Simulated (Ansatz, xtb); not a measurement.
**Two structures of B2BrGeH**

We compare X, a singlet given by its coordinates, with Y, `Br[B]1[BH][Ge]1`, a triplet. Both are isolated molecules in the gas phase, relaxed with PBE0-D3(BJ)/def2-SVP.

X (Å):

```yaml
atoms:
  - { symbol: B, position_ang: [0.0813, 1.2081, -0.4437] }
  - { symbol: B, position_ang: [-1.0602, 0.2458, -0.5094] }
  - { symbol: Br, position_ang: [-1.8520, -1.4552, -0.3126] }
  - { symbol: Ge, position_ang: [0.8642, -0.5782, 0.1764] }
  - { symbol: H, position_ang: [0.8755, 2.1039, -0.4517] }
```

Close contacts (Å): B1–B2 1.49, B1–Ge4 2.05, B2–Br3 1.89, B2–Ge4 2.20, Br3–Ge4 2.90, B1–H5 1.20.

Y (Å):

```xyz
5

B    -0.7970    1.4801    0.0951
B    -0.3086    1.2869    1.5825
Br   -1.8059    2.2659   -1.2740
Ge    0.6100   -0.0070    0.2898
H    -0.1792    1.4160    2.7661
```

Question: Estimate which is lower in electronic energy at CCSD(T)/def2-TZVP, and by roughly how much.

Answer: The CCSD(T)/def2-TZVP calculation puts structure X lower, by 0.585 eV.

The same difference at several levels:

| level | geometry | E(Y) − E(X) (eV) | departure from the last row (eV) | job, with rough time for the two |
| --- | --- | --- | --- | --- |
| HF/STO-3G | GFN2-xTB | −0.538 | −1.123 | single point, 2 s |
| r2SCAN-D4/def2-SVP | GFN2-xTB | +0.244 | −0.341 | single point, 2.6 s |
| PBE0-D3(BJ)/def2-SVP | PBE0-D3(BJ)/def2-SVP | +0.391 | −0.194 | optimisation, 26 s |
| HF/def2-TZVP | PBE0-D3(BJ)/def2-SVP | −0.102 | −0.687 | part of the CCSD(T) run |
| MP2/def2-TZVP | PBE0-D3(BJ)/def2-SVP | +0.674 | +0.089 | part of the CCSD(T) run |
| CCSD(T)/def2-TZVP | PBE0-D3(BJ)/def2-SVP | +0.585 |  | single point, 2 min |

HF/STO-3G, HF/def2-TZVP put the two in the other order. The largest departure from CCSD(T)/def2-TZVP is that of HF/STO-3G, 1.123 eV. At CCSD(T)/def2-TZVP a singlet with the links of Y lies below this triplet.

With harmonic frequencies from PBE0-D3(BJ)/def2-SVP (ideal gas, rigid rotor, one conformer each, 298.15 K, 1 atm): on the last row, ΔE + ΔZPE = +0.576, ΔH = +0.577, ΔG = +0.544 eV.

Open shells are spin-unrestricted, with notable spin contamination under HF/STO-3G. The correlated steps freeze 20 core orbitals; the filled d shell of Br and Ge is correlated, in a basis made for valence electrons. ΔG holds the spin degeneracy. Run with Ansatz 0.2.0, xtb 6.7.1; the last row on 2 threads of Intel(R) Xeon(R) 6975P-C (Granite Rapids) on a shared host.
